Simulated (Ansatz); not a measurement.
`C[SiH](O)N[SiH2]O` and `O[SiH2]N[SiH](O)O` differ in one atom or group.

Ansatz, PBE0-D4/def2-TZVP geometries, multiplicity 1. Each molecule was computed in one conformer, which needn't be the lowest.

```tsv
property	`C[SiH](O)N[SiH2]O`
LUMO energy (B3LYP/def2-TZVPP) / eV	0.11
HOMO–LUMO gap (ωB97M-V/def2-TZVPP) / eV	12.08
HOMO energy (PBE/def2-TZVPP) / eV	-6.38
LUMO energy (PBE/def2-TZVPP) / eV	-0.43
size of the dipole moment (ωB97M-V/def2-TZVPP) / D	1.49
HOMO–LUMO gap (PBE/def2-TZVPP) / eV	5.95
```

What does the change do to each property? (An estimate is asked.)

Ansatz gave: 
```tsv
property	`O[SiH2]N[SiH](O)O`	shift
LUMO energy (B3LYP/def2-TZVPP) / eV	0.06	-0.05
HOMO–LUMO gap (ωB97M-V/def2-TZVPP) / eV	12.17	0.09
HOMO energy (PBE/def2-TZVPP) / eV	-6.56	-0.18
LUMO energy (PBE/def2-TZVPP) / eV	-0.50	-0.07
size of the dipole moment (ωB97M-V/def2-TZVPP) / D	0.93	-0.56
HOMO–LUMO gap (PBE/def2-TZVPP) / eV	6.06	0.11
```

With PBE0 the HOMO falls by 0.15 eV and the LUMO falls by 0.05 eV, so the gap widens by about 0.10 eV. PBE moves the HOMO by -0.18 eV and ωB97M-V by -0.13 eV. Dipoles are sizes alone; their direction can turn.

B3LYP here is the variant with VWN-RPA as its local correlation; programs differ in this.
